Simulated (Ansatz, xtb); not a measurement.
Spectroscopic constants of InNi, multiplicity 2 (lowest of 2S+1 = 2, 4 at PBE0/def2-TZVPP; our sources give no spin for the ground state, which may be another). No spin–orbit coupling. Ni is treated without relativity.

Constants: fifth-degree fit in 1/R to seven points, most abundant isotopes. In def2 and cc sets the state is the lowest found near the PBE0 minimum, followed along R.

Correlated levels freeze the inner cores; with def2 sets outer-core shells near the valence are correlated too.

The values were computed with Ansatz (Gaussian orbitals); xtb for the GFN methods. Values without a source in brackets are computed. In def2 rows elements past Kr take small-core potentials, without spin–orbit coupling. The GFN methods have no spin term and hold the electronic entropy of 300 K.

| level | r_e (Å) | ω_e (cm⁻¹) | ω_e x_e (cm⁻¹) | dipole (D) |
|---|---|---|---|---|
| GFN1-xTB | 2.569 | 137 | -0.34 | - |
| GFN2-xTB | 2.516 | 158 | 2.6 | - |
| B97M-V/def2-TZVPP | 2.584 | 185 | 0.58 | 1.41 |
| B3LYP/def2-TZVPP | 2.587 | 185 | 0.57 | 1.15 |
| PBE0/def2-TZVPP | 2.572 | 189 | 0.57 | 0.71 |
| CAM-B3LYP/def2-TZVPP | 2.565 | ___ | 0.56 | 0.68 |
| wB97M-V/def2-TZVPP | 2.570 | 193 | 0.54 | 0.18 |
| B2PLYP/def2-TZVPP | ___ | ___ | 0.65 | - |

### Question
Complete the blanks.

### Answer

- B2PLYP/def2-TZVPP, r_e (Å): 2.545
- B2PLYP/def2-TZVPP, ω_e (cm⁻¹): 199
- CAM-B3LYP/def2-TZVPP, ω_e (cm⁻¹): 192

Ansatz is a program for electronic structure.
